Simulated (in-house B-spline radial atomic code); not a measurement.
Br²⁺. Computed with a B-spline radial atomic code. Model: non-relativistic spherical atom: semilocal Troullier-Martins pseudo-atom, one channel per l, against all electrons, high spin, G0W0 and RPA with empty states to l = 8, local potential for every l without a channel, a model core (radius 0 = none) keeps its share of the functional.

What the tables leave out is listed at the end.

The pseudopotential gives back the lowest level of each angular momentum of its own functional in the configuration it was made in; a second state of the same l is only approximately right. Exact exchange, RPA and GW see the smooth pseudo-orbitals and miss the exchange with the core, for which the functional's share stands in. The column with an uncorrelated core keeps all orbitals and exact exchange, and so separates missing core correlation from pseudisation. Only the three outermost levels and the lowest empty one were computed. RPA here is direct RPA, with no exchange kernel, and its energies carry an (l + 1/2)⁻⁴ tail. A hybrid on a potential with a model core restores only its own semilocal share of the core's exchange.

Command:
```bash
python run_psgw.py task.json out
```
Settings (lengths in bohr, energies in hartree):
```
Z                      35
electrons              33
configuration          [Ar] 3d10 4s2 4p3
generated_in           [Ar] 3d10 4s2 4p3
functional             pbe,pbe
core_shells            5
radius_factor          0.8
core_correction        True
```

Cost of the run: 19 s on 1 thread of Intel(R) Xeon(R) Platinum 8375C CPU @ 2.90GHz (Ice Lake), on a shared host.

Given: made with PBE; model core radius 0.268 bohr; local radius 1.061 bohr; mean-field start PBE.

Valence shells of the generating configuration: 3d, 4s, 4p.

Channel: s 1.129, p 1.278, d 1.023 (radii in bohr).

Computed: largest level miss in the spin-unpolarised generating configuration 0.001 eV; valence RPA correlation energy all-electron orbitals -0.91112 hartree; all-electron RPA polarisability, core included 7.3946 bohr³; pseudo-atom RPA polarisability 7.3639 bohr³.

```json
{"level": "4p up", "occupied": "1", "mean-field all-electron (eV)": "-29.401", "mean-field pseudo minus all (eV)": "-0.006", "G0W0 all-electron (eV)": "-35.242", "G0W0 uncorrelated core minus all (eV)": "-0.054", "G0W0 pseudo minus all (eV)": "-0.462", "exchange self-energy all-electron (eV)": "-23.003", "exchange self-energy pseudo (eV)": "-21.557"}
{"level": "4s down", "occupied": "1", "mean-field all-electron (eV)": "-38.95", "mean-field pseudo minus all (eV)": "-0.004", "G0W0 all-electron (eV)": "-44.624", "G0W0 uncorrelated core minus all (eV)": "-0.048", "G0W0 pseudo minus all (eV)": "-0.451", "exchange self-energy all-electron (eV)": "-20.434", "exchange self-energy pseudo (eV)": "-17.835"}
{"level": "4p down (empty)", "occupied": "0", "mean-field all-electron (eV)": "-26.17", "mean-field pseudo minus all (eV)": "-0.001", "G0W0 all-electron (eV)": "-21.855", "G0W0 uncorrelated core minus all (eV)": "-0.034", "G0W0 pseudo minus all (eV)": "-0.485", "exchange self-energy all-electron (eV)": "-6.8032", "exchange self-energy pseudo (eV)": "-5.3876"}
```

Question: What is the valence RPA correlation energy pseudo?

Answer: -1.2468 hartree.

Given: mean-field start PBE0.

Computed: valence RPA correlation energy all-electron orbitals -0.87298 hartree; valence RPA correlation energy pseudo -1.2076 hartree; all-electron RPA polarisability, core included 6.7224 bohr³.

| level | occupied | mean-field all-electron (eV) | mean-field pseudo minus all (eV) | G0W0 all-electron (eV) | G0W0 uncorrelated core minus all (eV) | G0W0 pseudo minus all (eV) | exchange self-energy all-electron (eV) | exchange self-energy pseudo (eV) |
| --- | --- | --- | --- | --- | --- | --- | --- | --- |
| 4p up | 1 | -31.054 | -0.182 | -35.379 | -0.05 | -0.49 | -22.946 | -21.776 |
| 4s down | 1 | -40.215 | 0.098 | -44.591 | -0.041 | -0.291 | -20.22 | -17.666 |
| 4p down (empty) | 0 | -24.77 | -0.149 | -21.693 | -0.028 | -0.389 | -6.5074 | -5.305 |

Question: What is the pseudo-atom RPA polarisability?

Answer: 6.6022 bohr³.

Among the listed levels the largest G0W0 shift of the pseudo-atom is -0.49 eV, for 4p up on the PBE0 start, while leaving the core uncorrelated moves that level by -0.05 eV. So pseudisation and the lost core exchange, not the missing core correlation, make the error. Not in the tables (levels of low weight, unsolved or above zero; the highest and the empty levels are kept at any weight): on PBE the G0W0 levels 4s up (pseudo minus all -0.34 eV, weights 0.22 and 0.30); on PBE0 the G0W0 levels 4s up (pseudo minus all -0.04 eV, weights 0.34 and 0.37); no Hartree-Fock pseudo-atom is run with a model core.
